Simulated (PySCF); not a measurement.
PySCF 2.14 output of an unrestricted HSE06 calculation on a single atom or ion in aug-cc-pVDZ-DK, with scalar relativity by spin-free X2C-1e:

```
SCF conv_tol = 1e-09
number electrons alpha = 10  beta = 6
    J. Heyd, G. E. Scuseria, and M. Ernzerhof.,  J. Chem. Phys. 118, 8207 (2003)
    J. Heyd, G. E. Scuseria, and M. Ernzerhof.,  J. Chem. Phys. 124, 219906 (2006)
    A. V. Krukau, O. A. Vydrov, A. F. Izmaylov, and G. E. Scuseria.,  J. Chem. Phys. 125, 224106 (2006)
cycle= 1 E= -526.85363123131  delta_E= -0.00214  |g|= 0.00452  |ddm|= 0.195
cycle= 2 E= -526.853641451645  delta_E= -1.02e-05  |g|= 0.00076  |ddm|= 0.0121
cycle= 3 E= -526.853641743643  delta_E= -2.92e-07  |g|= 0.000167  |ddm|= 0.0034
cycle= 4 E= -526.853641755744  delta_E= -1.21e-08  |g|= 1.26e-05  |ddm|= 0.000545
cycle= 5 E= -526.853641755833  delta_E= -8.99e-11  |g|= 4.65e-07  |ddm|= 1.82e-05
converged SCF energy = -526.853641755833  <S^2> = 6.000317  2S+1 = 5.0001268
```

The run itself started from symmetry-adapted Hartree-Fock orbitals and held the occupation by maximum overlap, on a logarithmic radial grid, so the iterations belong to that start.

Task: Which element, charge and spin multiplicity is this?

Result: Ar²⁺ (argon, charge +2), multiplicity 5; the state was [Ne] 3s2 3p3 3d1, high-spin 5D determinant (an excited configuration).

The outer electron is Rydberg-like, and this basis confines it to a smaller radius and binds it less than a complete one would.
